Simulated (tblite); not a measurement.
Species: C₅H₁₂O₃Si₂.
Bonds: C1–C2, C2–C3, C2–O4, O4–Si5, Si5–O6, Si5–O7, Si5–C8, C8–C9 (triple), C9–Si10. Hydrogens: H11, H12, H13 on C1; H14 on C2; H15, H16, H17 on C3; H18 on O6; H19 on O7; H20, H21, H22 on Si10.

A start from a force field or distance geometry was refined with tblite 0.8.0, GFN2-xTB geometry optimisation, gas phase. Values at the start:

| coordinate | start |
| --- | --- |
| C1–C2 | 1.489 Å |
| C1–H11 | 1.111 Å |
| C2–O4 | 1.415 Å |
| C2–H14 | 1.120 Å |
| O4–Si5 | 1.711 Å |
| Si5–O6 | 1.716 Å |
| Si5–C8 | 1.843 Å |
| O6–H18 | 0.993 Å |
| C8≡C9 | 1.203 Å |
| C9–Si10 | 1.808 Å |
| Si10–H20 | 1.474 Å |
| C1–C2–C3 | 109.9° |
| C1–C2–O4 | 108.5° |
| C2–O4–Si5 | 109.5° |
| C3–C2–O4 | 108.7° |
| O4–Si5–O6 | 110.6° |
| O4–Si5–O7 | 108.9° |
| O4–Si5–C8 | 109.8° |
| O6–Si5–C8 | 107.4° |

Problem. How do these coordinates change at the GFN2-xTB level?

Solution. 
| coordinate | GFN2-xTB (Å or °) | change |
| --- | --- | --- |
| O4–Si5 | 1.615 | -0.096 |
| Si5–O6 | 1.627 | -0.089 |
| O6–H18 | 0.952 | -0.041 |
| C9–Si10 | 1.847 | +0.039 |
| C1–C2 | 1.525 | +0.036 |
| C1–H11 | 1.087 | -0.024 |
| C2–H14 | 1.099 | -0.021 |
| Si5–C8 | 1.864 | +0.021 |
| Si10–H20 | 1.466 | -0.008 |
| C2–O4 | 1.407 | -0.008 |
| C8≡C9 | 1.210 | +0.007 |
| C2–O4–Si5 | 129.3 | +19.8 |
| O4–Si5–O6 | 107.1 | -3.5 |
| O6–Si5–C8 | 110.2 | +2.8 |
| C1–C2–O4 | 110.9 | +2.4 |
| O4–Si5–C8 | 111.4 | +1.6 |
| C1–C2–C3 | 111.4 | +1.5 |
| O4–Si5–O7 | 110.0 | +1.1 |
| C3–C2–O4 | 107.6 | -1.1 |

The energy falls by 1.132 eV over 245 L-BFGS steps, the largest force on an atom goes from 2.82 to 0.010 eV/Å, and the atoms move by 1.297 Å rms after alignment. The bond that changes most is O4–Si5 (silyl ether oxygen to oxygen-bound silicon), which shortens by 0.096 Å. Bonds longer at the end by more than 0.005 Å: 4 of 21; shorter: 15. Among the dihedrals that turn most is C2–O4–Si5–C8, from -175° to -74°. Rotational constants go from 1825, 384.2, 373.6 to 1219, 512.8, 406.7 MHz.

Hardware: an Arm Neoverse N1 with one thread, shared host with 64 logical CPUs at a one-minute load of 59. Cost: 4.4 s wall.

GFN2-xTB frequencies show an imaginary mode (30i cm⁻¹), so the point is no minimum at that level. 3 starts were optimised and ended at 0.00, 0.11 and 0.54 kcal/mol (GFN2-xTB); the lowest of these is shown.

The numbers are calculated, not measured.
